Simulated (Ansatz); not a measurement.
One change: `[CH3][SbH][CH2]O` becomes `[CH3][SbH][CH3]`.

Ansatz, PBE0-D4/def2-TZVP geometries, multiplicity 1. Each molecule was computed in one conformer, which needn't be the lowest.

Elements past krypton have def2 core potentials.

| property | `[CH3][SbH][CH2]O` |
| --- | --- |
| LUMO energy (PBE/def2-TZVPP) / eV | -0.95 |
| HOMO energy (B3LYP/def2-TZVPP) / eV | -6.37 |
| HOMO–LUMO gap (ωB97M-V/def2-TZVPP) / eV | 9.95 |
| size of the dipole moment (ωB97M-V/def2-TZVPP) / D | 1.48 |
| HOMO energy (PBE/def2-TZVPP) / eV | -5.41 |
| HOMO energy (ωB97M-V/def2-TZVPP) / eV | -8.66 |

Problem. What does the change do to each property? (Estimate.)

Solution. Ansatz gave: 
| property | `[CH3][SbH][CH3]` | shift |
| --- | --- | --- |
| LUMO energy (PBE/def2-TZVPP) / eV | -0.72 | 0.23 |
| HOMO energy (B3LYP/def2-TZVPP) / eV | -6.52 | -0.15 |
| HOMO–LUMO gap (ωB97M-V/def2-TZVPP) / eV | 10.28 | 0.33 |
| size of the dipole moment (ωB97M-V/def2-TZVPP) / D | 0.69 | -0.79 |
| HOMO energy (PBE/def2-TZVPP) / eV | -5.68 | -0.27 |
| HOMO energy (ωB97M-V/def2-TZVPP) / eV | -8.77 | -0.11 |

With PBE0 the HOMO falls by 0.14 eV and the LUMO rises by 0.23 eV, so the gap widens by about 0.37 eV. PBE moves the HOMO by -0.27 eV and ωB97M-V by -0.11 eV. Dipoles are sizes alone; their direction can turn.

B3LYP here is the variant with VWN-RPA as its local correlation; programs differ in this.

Spin–orbit coupling is left out; it splits and shifts lone-pair levels of the heavy atoms by tenths of an eV.
